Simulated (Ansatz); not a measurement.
```yaml
crystal:
  periodic: [false, false, false]
  atoms:
    - {symbol: Ga, position_ang: [0.065473, -0.087595, -1.083136]}
    - {symbol: O, position_ang: [0.157943, -0.067751, 1.230654]}
    - {symbol: H, position_ang: [-0.924093, -0.112149, 1.562064]}
    - {symbol: H, position_ang: [0.457616, 0.664333, 1.697437]}
    - {symbol: H, position_ang: [1.576803, -0.052216, -1.039935]}
    - {symbol: H, position_ang: [-0.710728, 1.250963, -1.105251]}
    - {symbol: H, position_ang: [-0.810795, -1.443478, -1.105241]}
basis:
  gaussian: {orbitals: 6-31G}
total_charge: -1
magnetization: {spin_polarized: false, initial_magnetization: 1}
hamiltonian: {xc: {name: PBEsol}, pseudopotentials: {relativity: none}}
scf: {omitted_lower_state_checks: [starts]}
output: {forces: true}
```

```sh
$ ansatz run in.yaml --threads 4 --pin off --events-out ev --progress --plain --max-ram 3916MiB
```

It prints (some lines left out):

```
Functional definition: PBEsol
488 factors; integrals over basis functions are off by at most 6.9e-4 eV
mean field evaluation 1: about -54433.9276 eV, gradient 3.1e1 eV
mean field evaluation 2: about -54433.9201 eV, gradient 3.1e1 eV
mean field evaluation 4: about -54436.7112 eV, gradient 1.2e1 eV
mean field evaluation 8: about -54436.9696 eV, gradient 5.2e-1 eV
mean field evaluation 16: about -54436.9715 eV, gradient 7.7e-5 eV
mean field -54436.97148078 eV, -2000.5218032143 hartree, gradient 7.8e-5 eV, S^2 0.750000; 0 other end points of the search recorded, 0 dependent functions left out
reference -54436.97153450 eV, -2000.5218051883 hartree; 23, 22 occupied and 25, 26 virtual orbitals, 488 factors
Total energy: -54436.97153450 eV, -2000.5218051883 hartree
Atom 0 at     0.065473    -0.087595    -1.083136 Å, force    -0.842354    -0.448049     1.012198 eV/Å
Atom 1 at     0.157943    -0.067751     1.230654 Å, force    -3.611413    -4.063479    -1.811699 eV/Å
Atom 2 at    -0.924093    -0.112149     1.562064 Å, force     1.593572    -0.186470    -0.811623 eV/Å
Atom 3 at     0.457616     0.664333     1.697437 Å, force     1.983708     4.005852     2.002699 eV/Å
Atom 4 at     1.576803    -0.052216    -1.039935 Å, force     1.092026    -0.063338    -0.131613 eV/Å
Atom 5 at    -0.710728     1.250963    -1.105251 Å, force    -0.382504     0.591065    -0.227821 eV/Å
Atom 6 at    -0.810795    -1.443478    -1.105241 Å, force     0.166965     0.164419    -0.032140 eV/Å
Dipole moment:    -0.002165     0.248957     0.559738 e Å
Checks for a lower state left out: starts
```

It took 1 s on 4 threads of Intel Xeon on a shared host.

The 6-31G sets use Cartesian d functions. The highest occupied level of an anion often lies above zero with these methods, and sets without diffuse functions describe the outer electron poorly.

With spin_polarized false and unpaired electrons the run is restricted open-shell.

The dipole of an ion depends on the origin.
